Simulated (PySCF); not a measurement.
B(F)(NHMe)(OH) (CH₅BFNO), SMILES CNB(O)F.

The structure is a stationary point at r2SCAN-D4/def2-SVP. This is a generated structure with no PubChem entry under its InChIKey; it may be hypothetical. The values are those of a single conformer.

Calculation: TDA-PBE/def2-SVPD run with PySCF 2.14.0.

Vertical excitations. Isolated molecule, no solvent.

Computed lowest excited states:
```json
[
 {"state": "S1", "energy (eV)": "5.40", "λ (nm)": "230", "f": "0.000", "main pairs": "HOMO→LUMO 100 %"},
 {"state": "S2", "energy (eV)": "6.50", "λ (nm)": "191", "f": "0.004", "main pairs": "HOMO→LUMO+1 99 %"},
 {"state": "S3", "energy (eV)": "6.76", "λ (nm)": "183", "f": "0.015", "main pairs": "HOMO→LUMO+2 99 %"},
 {"state": "S4", "energy (eV)": "7.65", "λ (nm)": "162", "f": "0.012", "main pairs": "HOMO−1→LUMO 99 %"},
 {"state": "S5", "energy (eV)": "7.78", "λ (nm)": "159", "f": "0.002", "main pairs": "HOMO→LUMO+4 98 %"},
 {"state": "S6", "energy (eV)": "7.88", "λ (nm)": "157", "f": "0.110", "main pairs": "HOMO→LUMO+3 56 %, HOMO→LUMO+5 39 %"},
 {"state": "S7", "energy (eV)": "8.10", "λ (nm)": "153", "f": "0.018", "main pairs": "HOMO−2→LUMO 97 %"},
 {"state": "S8", "energy (eV)": "8.45", "λ (nm)": "147", "f": "0.045", "main pairs": "HOMO→LUMO+6 94 %"},
 {"state": "S9", "energy (eV)": "8.50", "λ (nm)": "146", "f": "0.011", "main pairs": "HOMO−3→LUMO 61 %, HOMO→LUMO+5 24 %"},
 {"state": "S10", "energy (eV)": "8.51", "λ (nm)": "146", "f": "0.002", "main pairs": "HOMO→LUMO+7 98 %"},
 {"state": "T1", "energy (eV)": "5.30", "λ (nm)": "234", "f": "0", "main pairs": "HOMO→LUMO 100 %"},
 {"state": "T2", "energy (eV)": "6.34", "λ (nm)": "196", "f": "0", "main pairs": "HOMO→LUMO+1 99 %"},
 {"state": "T3", "energy (eV)": "6.62", "λ (nm)": "187", "f": "0", "main pairs": "HOMO→LUMO+2 100 %"},
 {"state": "T4", "energy (eV)": "6.81", "λ (nm)": "182", "f": "0", "main pairs": "HOMO→LUMO+3 98 %"}
]
```
Triplets are in the Tamm–Dancoff approximation.
